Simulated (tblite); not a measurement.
Species: C5H9N2P.
SMILES with atom numbers: `[CH3:1][c:2]1[n:3][n:4]([CH3:5])[c:6]([CH3:7])[p:8]1` (hydrogens: H9, H10, H11 on C1; H12, H13, H14 on C5; H15, H16, H17 on C7)

The geometry is computed with GFN2-xTB (gas phase).

Task: What internal coordinates does the optimisation give?

Result: 
| bond | length (Å) |
| --- | --- |
| C1–C2 | 1.490 |
| C2–N3 | 1.307 |
| N3–N4 | 1.325 |
| N4–C5 | 1.436 |
| N4–C6 | 1.347 |
| C6–C7 | 1.488 |
| C6–P8 | 1.733 |
| C2–P8 | 1.772 |
| C1–H9, C1–H10, C1–H11 | 1.089 |
| C5–H12, C5–H13, C5–H14 | 1.090 |
| C7–H15, C7–H16, C7–H17 | 1.090 |

Bonds in one row agree within 0.01 Å and their mean is given. A selection of angles:
| angle | degrees |
| --- | --- |
| C2–C1–H9 | 110.4 |
| H9–C1–H10 | 109.3 |
| H9–C1–H11 | 107.9 |
| C1–C2–N3 | 120.0 |
| C1–C2–P8 | 125.3 |
| N3–C2–P8 | 114.7 |
| C2–N3–N4 | 111.2 |
| N3–N4–C5 | 118.3 |
| N3–N4–C6 | 116.3 |
| C5–N4–C6 | 125.4 |
| N4–C5–H12 | 110.8 |
| N4–C5–H14 | 107.3 |
| H12–C5–H13 | 108.9 |
| N4–C6–C7 | 120.4 |
| N4–C6–P8 | 111.5 |
| C7–C6–P8 | 128.0 |
| C6–C7–H15 | 109.6 |
| C6–C7–H16 | 110.9 |
| H15–C7–H16 | 108.6 |
| H16–C7–H17 | 108.1 |
| C2–P8–C6 | 86.2 |

N4 (pyrrole-type nitrogen) is planar (angles 125.4°, 118.3° and 116.3°, sum 360.0°, 0.00 Å off the plane of its three neighbours). The 2 C–P bonds span 1.733 Å (C6–P8, aromatic) to 1.772 Å (C2–P8, aromatic), a spread of 0.039 Å. The 3 C–N bonds span 1.307 Å (C2–N3, aromatic) to 1.436 Å (N4–C5, drawn single), a spread of 0.129 Å. Of the pairs four or more bonds apart, C5···H17 is among the closest relative to their van der Waals radii: 2.92 Å, 101 % of the sum of Bondi's values. N3 (pyridine-type nitrogen) is bent (angle 111.2°). The 5-membered ring C2–N3–N4–C6–P8 has internal angles of 86.2° to 116.3° (sum 540°, against 540° for a flat polygon); it is planar, 0.00 Å rms from its mean plane, widest ring torsion 0°. The 8 heavy atoms lie in one plane (0.000 Å rms).

Point group: Cs (tolerance 0.08 Å). Its GFN2-xTB frequencies are all real (lowest 43 cm⁻¹). 2 starts were optimised and ended at 0.00 and 0.11 kcal/mol (GFN2-xTB); the lowest of these is shown.
